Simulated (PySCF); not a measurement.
Results of a calculation; reference values are marked as such.
# Si2H5NOF

Si2H5NOF is a small molecule (built as: Si site whose three back bonds go to SiH3, OH, F; end group NH), neutral, doublet. The structure, one conformer, was relaxed in the gas phase by PBE0-D3(BJ)/def2-SVP. No frequency run checks that it is a minimum.

SMILES: [NH][Si](O)(F)[SiH3]

```csv
atom,x (Å),y (Å),z (Å)
Si1,0.056,0.105,0.780
Si2,0.444,-0.411,-1.476
O3,-1.372,-0.518,1.340
F4,1.238,-0.546,1.686
N5,0.167,1.833,0.877
H6,0.425,-1.896,-1.652
H7,1.766,0.124,-1.918
H8,-0.637,0.193,-2.312
H9,-1.324,-1.229,1.986
H10,-0.720,2.318,0.691
```

EPR values by unrestricted B3LYP, IGLO-III on F N O Si, pcH-1 on H.

(1) Predict g and the largest hyperfine couplings. Where does the spin sit?

(2) How do the isotropic couplings move with BHandHLYP?

Answers

(1) g = 2.0020, 2.0036, 2.0088. The spin sits on N5 (96 %, bonded to 1 Si + 1 H) by Mulliken populations.
| atom | isotope | isotropic (MHz) | dipolar, principal values (MHz) |
| --- | --- | --- | --- |
| N5 | 14N | 25.3 | -39.8, -39.2, 79.0 |
| H10 | 1H | -54.6 | -48.9, -8.0, 56.9 |
| F4 | 19F | 37.5 | -13.9, -11.1, 25.0 |
| Si2 | 29Si | -43.0 | -13.6, 6.1, 7.5 |
| H6 | 1H | 39.3 | -1.6, -0.3, 1.9 |
| Si1 | 29Si | 22.2 | -5.2, 0.7, 4.5 |

(2) N5 25.3 to 34.2 MHz, H10 -54.6 to -64.2 MHz, F4 37.5 to 31.4 MHz, Si2 -43.0 to -37.9 MHz.

The 2 runs behind this took 100 s in all, one thread each of Arm Neoverse V1 on a shared host, launched as `OMP_NUM_THREADS=1 python cluster_run.py task.json out`.
